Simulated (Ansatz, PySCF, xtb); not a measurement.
Complex: HCl (SMILES Cl) (first 2 atoms) with C2H4 (SMILES C=C); geometry from B3LYP-D3(BJ)/def2-TZVP.
(charge 0, multiplicity 1):
```xyz
8

Cl    -0.447     0.017     0.257
H     -0.310     0.032     1.543
C      0.373     0.564     3.791
C     -0.486    -0.442     3.901
H      1.437     0.394     3.676
H      0.046     1.596     3.815
H     -1.549    -0.273     4.019
H     -0.159    -1.475     3.881
```

Interaction energies are E(AB) − E(A) − E(B) at the monomers' geometry in the complex; basis-set methods are counterpoise corrected.

Run with Ansatz (an electronic-structure program); PySCF for the dispersion terms; xtb for the GFN methods. Values without a source in brackets are computed.

Problem. One of these levels gives -10.6 kJ/mol for the interaction energy. Which one is it?
(A) PBE-D4/def2-TZVPPD
(B) BLYP/def2-TZVPPD
(C) GFN1-xTB
(D) HF/aug-cc-pV(D+d)Z

Solution. C, GFN1-xTB. The others give -2.5 (HF/aug-cc-pV(D+d)Z), -16.6 (PBE-D4/def2-TZVPPD), -6.4 (BLYP/def2-TZVPPD)
